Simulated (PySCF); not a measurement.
## F⁺ (fluorine, charge +1): PBE calculation

Configuration: [He] 2s1 2p4 3s1, high-spin 5P determinant (an excited configuration). Computed with PySCF 2.14 in aug-cc-pVTZ (5s4p3d2f, 46 functions), with no relativity, point nucleus.

```
Total energy                                                  : -97.5473 hartree
One-electron energy                                           : -128.5294 hartree
Hartree (Coulomb) energy                                      : 40.4991 hartree
Exchange-correlation energy                                   : -9.5169 hartree
Kinetic energy                                                : 97.19240 hartree
⟨S²⟩                                                          : 6.0011
⟨L²⟩                                                          : 2.006
Sum of ⟨r⟩                                                    : 7.984 bohr
Sum of ⟨r²⟩                                                   : 15.93 bohr²
Traceless quadrupole moment −½Σ⟨3z² − r²⟩ along its main axis : -0.328 e·bohr²
Density at the nucleus (Gaussians lack the cusp)              : 423 bohr⁻³
Spin density at the nucleus                                   : 14.0 bohr⁻³
Langevin diamagnetic susceptibility                           : -12.6 ×10⁻⁶ cm³/mol
```

| shell | electrons | mean orbital energy (eV) | spread (eV) | rms radius, mean of both spins (bohr) |
| --- | --- | --- | --- | --- |
| 1s α | 1 | -699.14 | 0 | 0.205 |
| 1s β | 1 | -695.97 | 0 | 0.205 |
| 2s α | 1 | -60.729 | 0 | 1.00 |
| 2p α | 3 | -41.674 | 2.866 | 1.02 |
| 2p β | 1 | -35.371 | 0 | 1.02 |
| 3s α | 1 | -10.183 | 0 | 3.27 |

The outer electron is Rydberg-like, and this basis confines it to a smaller radius and binds it less than a complete one would.
